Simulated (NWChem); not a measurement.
Molecule: Si2H3F, singlet; SMILES [Si]([SiH3])F

Results from NWChem. Medium grid unless said otherwise, to which SCAN and Minnesota functionals are sensitive. Low-valent species are run as closed-shell singlets; no triplet was tried in these runs. All runs use the structure optimised with PBE-D3(BJ)/def2-SVP. Total energies of different functionals are on different scales.

```json
[
 {"level": "B3LYP/def2-SVP", "energy (Ha)": "-680.3960", "highest occupied level (eV)": "(withheld)", "orbital gap (eV)": "(withheld)", "dipole (D)": "1.05"},
 {"level": "PBE/def2-SVP", "energy (Ha)": "-679.9551", "highest occupied level (eV)": "-5.43", "orbital gap (eV)": "1.63", "dipole (D)": "0.81"},
 {"level": "MPW1K/def2-SVP", "energy (Ha)": "-680.3371", "highest occupied level (eV)": "-7.28", "orbital gap (eV)": "4.81", "dipole (D)": "1.15"},
 {"level": "CAM-B3LYP/def2-SVP", "energy (Ha)": "-680.3353", "highest occupied level (eV)": "-7.65", "orbital gap (eV)": "5.83", "dipole (D)": "1.09"},
 {"level": "LDA (Slater exchange, PW92)/def2-SVP", "energy (Ha)": "-677.3693", "highest occupied level (eV)": "-5.51", "orbital gap (eV)": "1.56", "dipole (D)": "0.83"},
 {"level": "M05-2X/def2-SVP", "energy (Ha)": "-680.3317", "highest occupied level (eV)": "-7.47", "orbital gap (eV)": "5.43", "dipole (D)": "1.15"},
 {"level": "PW6B95/def2-SVP", "energy (Ha)": "-680.9759", "highest occupied level (eV)": "-6.54", "orbital gap (eV)": "3.58", "dipole (D)": "1.10"}
]
```

Question: What belongs in the gaps?

Answer: 
- B3LYP/def2-SVP, highest occupied level (eV): -6.27
- B3LYP/def2-SVP, orbital gap (eV): 3.12
